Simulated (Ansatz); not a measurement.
Ansatz (a quantum-chemistry and plane-wave program) input:

Ansatz 0.2 input:
```yaml
crystal:
  periodic: [false, false, false]
  atoms:
    - {symbol: Ag, position_ang: [-0.00000000, -0.00000000, -0.65217153]}
    - {symbol: Cl, position_ang: [0.00000000, 0.00000000, 1.80306248]}
basis:
  gaussian:
    orbitals: def2-SVPD
total_charge: 1
magnetization: {spin_polarized: true, initial_magnetization: 1}
correlation: {method: ccsd_t, electrons: outside_noble_gas}
output: {forces: true}
```

Q: Predict the final energy.

A: -605.53991 Eh (CCSD(T)/def2-SVPD). The basis has 61 functions.

The spin state was set by rule; other spins were not relaxed.
